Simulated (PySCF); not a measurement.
Digermane, SMILES [GeH3][GeH3] (CAM-B3LYP/def2-SVP optimised geometry):

```
8

Ge    -0.524    -0.390     0.000
Ge    -1.369    -1.563    -1.941
H     -1.012    -1.067     1.290
H     -1.012     1.067     0.000
H      1.012    -0.390     0.000
H     -0.882    -3.020    -1.942
H     -0.882    -0.886    -3.231
H     -2.906    -1.563    -1.941
```

Method: CAM-B3LYP/def2-TZVP run with PySCF.

Q: What are the frontier orbital energies and the dipole moment?

A: HOMO-2 -10.72 eV, HOMO-1 -10.72 eV, HOMO -9.45 eV, LUMO 1.26 eV, LUMO+1 1.73 eV; dipole moment 0.00 D.

On the same geometry PySCF with PBE/def2-TZVP gives HOMO-2 -8.06 eV, HOMO-1 -8.06 eV, HOMO -7.13 eV, LUMO -0.49 eV, LUMO+1 -0.08 eV; dipole moment 0.00 D.

Meta-Löwdin charges at CAM-B3LYP/def2-TZVP: Ge1 0.15, Ge2 0.15, H3 -0.05, H4 -0.05, H5 -0.05, H6 -0.05, H7 -0.05, H8 -0.05.
